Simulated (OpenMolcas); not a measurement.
Ions of charge +3 along the 4f row with 4 chloride ligands in tetrahedral coordination

```yaml
Program: OpenMolcas
Method: CASSCF
Spin-orbit_coupling: state interaction with AMFI integrals over the reference wave functions
```

The f shell is active. Anionic complexes are neutralised by point charges behind the ligands. Distances were set from a Shannon-type radius of the metal (high-spin where two are listed) plus a fixed donor radius (Cl 1.76 Å). Ligand basis ANO-RCC-VDZP, DKH2 Hamiltonian. States (labels of Td). Energies in cm-1 above the lowest state or level, χT in cm3 K/mol; under a threefold ground state the first gap can be a small split of the lowest multiplet, not the spin-orbit step. Free-ion χT is g² J(J+1) / 8 for Hund's level.

```csv
Ion,Shell,R (Å),Metal basis,Outer charge (e at Å behind ligand),Ground state,First state of that spin,First gap with spin-orbit (degeneracies),Width of lowest J,χT at 300 K,Free-ion χT
Pr3+,4f2,2.62,ANO-RCC-VDZP,0.25 at 3.2,3T1,3E 11.4,"146.8 (3, 2)",179,1.594,1.600
Nd3+,4f3,2.61,ANO-RCC-VDZP,0.25 at 2.4,4A1,4A2 11.8,"32.0 (4, 4)",119,1.667,1.636
Pm3+,4f4,2.6,ANO-RCC-VTZP,0.25 at 3.2,5T2,5E 12.1,"70.4 (1, 3)",132,0.978,0.900
Sm3+,4f5,2.59,ANO-RCC-VDZP,0.25 at 2.8,6T1,6T2 67.4,"43.0 (4, 2)",43,0.306,0.089
Dy3+,4f9,2.54,ANO-RCC-VDZP,0.25 at 3.2,6T2,6E 3.4,"14.4 (4, 2)",78,14.019,14.167
Ho3+,4f10,2.53,ANO-RCC-VDZP,0.25 at 2.4,5A2,5A1 9.0,"1.2 (2, 3)",55,13.882,14.062
Er3+,4f11,2.52,ANO-RCC-VDZP,0.25 at 3.2,4T1,4E 7.2,"0.4 (2, 2)",56,11.395,11.475
Yb3+,4f13,2.5,ANO-RCC-VDZP,0.25 at 3.2,2A1,2T1 81.6,"46.4 (2, 4)",51,2.563,2.571
```

The rows also differ in their metal basis and outer charges, so part of each step comes from that.

χT departs most from the free-ion value for Sm3+, by +0.217 cm3 K/mol.

Without dynamic correlation the ligand-field splitting of an f shell can come out too small, at times by half. High states are left out of the spin-orbit mixing, which shifts the levels that they would mix with (holds for Nd3+; Pm3+; Sm3+; Dy3+; Ho3+; Er3+). A group larger than the point group allows holds several states that coincide in this model. No measured value stands beside these numbers; the geometry was imposed, not optimised, and the real ion may take another.
